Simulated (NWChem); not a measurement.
# H₂TeSe; SMILES [SeH][TeH]

Results from NWChem. Geometry: optimised at PBE0/def2-SVP. def2 effective core potentials on Te; no spin-orbit coupling.

For level Hartree-Fock/def2-SVP (core potentials):

```
Item                         Result
---------------------------  ------
highest occupied level (eV)   -8.95
orbital gap (eV)              10.34
dipole (D)                     1.00
```

Task: How do the values read with level Hartree-Fock/STO-3G (all-electron, non-relativistic) instead?

Result: 
- highest occupied level (eV) = -6.85
- orbital gap (eV) = 12.40
- dipole (D) = 1.64
